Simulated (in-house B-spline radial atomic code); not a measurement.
Sn²⁺. Computed with a B-spline radial atomic code. Model: non-relativistic spherical atom: semilocal Troullier-Martins pseudo-atom, one channel per l, against all electrons, high spin, G0W0 and RPA with empty states to l = 8, local potential for every l without a channel, a model core (radius 0 = none) keeps its share of the functional.

Without relativity these are model numbers for so heavy an element.

What the tables leave out is listed at the end.

The pseudopotential gives back the lowest level of each angular momentum of its own functional in the configuration it was made in; a second state of the same l is only approximately right. Exact exchange, RPA and GW see the smooth pseudo-orbitals and miss the exchange with the core, for which the functional's share stands in. The column with an uncorrelated core keeps all orbitals and exact exchange, and so separates missing core correlation from pseudisation. Only the three outermost levels and the lowest empty one were computed. RPA here is direct RPA, with no exchange kernel, and its energies carry an (l + 1/2)⁻⁴ tail. A hybrid on a potential with a model core restores only its own semilocal share of the core's exchange.

Command:
```bash
python run_psgw.py task.json out
```
Settings (lengths in bohr, energies in hartree):
```
Z                      50
electrons              48
configuration          [Kr] 4d10 5s2
generated_in           [Kr] 4d10 5s2
functional             pbe,pbe
core_shells            7
radius_factor          0.9
core_correction        True
ion_configuration      [Kr] 4d10 5s1
```

Time taken, with all properties: 73 s on 1 thread of Arm Neoverse N1, on a shared host.

Given: made with PBE; model core radius 0.555 bohr; local radius 0.881 bohr; mean-field start PBE.

Valence shells of the generating configuration: 4p, 4d, 5s.

Channel: s 1.813, p 0.716, d 0.791 (radii in bohr).

Computed: largest level miss in the spin-unpolarised generating configuration 0.002 eV; valence RPA correlation energy all-electron orbitals -1.1789 hartree; valence RPA correlation energy pseudo -1.3766 hartree; all-electron RPA polarisability, core included 14.016 bohr³; pseudo-atom RPA polarisability 14.078 bohr³; ionisation by mean-field all-electron 29.483 eV; ionisation by mean-field pseudo minus all 0.002 eV.

```csv
level,occupied,mean-field all-electron (eV),mean-field pseudo minus all (eV),G0W0 all-electron (eV),G0W0 uncorrelated core minus all (eV),G0W0 pseudo minus all (eV),exchange self-energy all-electron (eV),exchange self-energy pseudo (eV)
5s,1,-25.048,0,-29.73,-0.022,-1.289,-15.035,-15.378
5p (empty),0,-17.744,-0.153,-14.585,0.021,0.036,-5.0455,-3.96
```

Problem. What is the ionisation by RPA all-electron?

Solution. 29.803 eV.

Problem. What is the ionisation by RPA pseudo minus all?

Solution. 1.268 eV.

Given: mean-field start PBE0.

Computed: valence RPA correlation energy pseudo -1.3139 hartree; all-electron RPA polarisability, core included 12.783 bohr³; pseudo-atom RPA polarisability 11.988 bohr³; ionisation by mean-field all-electron 29.154 eV; ionisation by mean-field pseudo minus all 0.529 eV; ionisation by RPA pseudo minus all 1.371 eV.

```tsv
level	occupied	mean-field all-electron (eV)	mean-field pseudo minus all (eV)	G0W0 all-electron (eV)	G0W0 uncorrelated core minus all (eV)	G0W0 pseudo minus all (eV)	exchange self-energy all-electron (eV)	exchange self-energy pseudo (eV)
5s	1	-25.926	-0.463	-29.642	-0.019	-1.403	-14.867	-15.922
4d	1	-47.318	0.566	-53.029	0.108	1.072	-46.223	-38.086
5p (empty)	0	-16.783	0.119	-14.535	0.02	0.221	-4.8021	-3.7218
```

Problem. What is the ionisation by RPA all-electron?

Solution. 29.626 eV.

Problem. What is the valence RPA correlation energy all-electron orbitals?

Solution. -1.1232 hartree.

Among the listed levels the largest G0W0 shift of the pseudo-atom is -1.40 eV, for 5s on the PBE0 start, while leaving the core uncorrelated moves that level by -0.02 eV. So pseudisation and the lost core exchange, not the missing core correlation, make the error. Not in the tables (levels of low weight, unsolved or above zero; the highest and the empty levels are kept at any weight): on PBE the G0W0 levels 4d (pseudo minus all +0.94 eV, weights 0.61 and 0.81), 4p (pseudo minus all -2.08 eV, weights 0.01 and -0.05); on PBE0 the G0W0 levels 4p (pseudo minus all +8.03 eV, weights 0.02 and 0.07); no Hartree-Fock pseudo-atom is run with a model core.
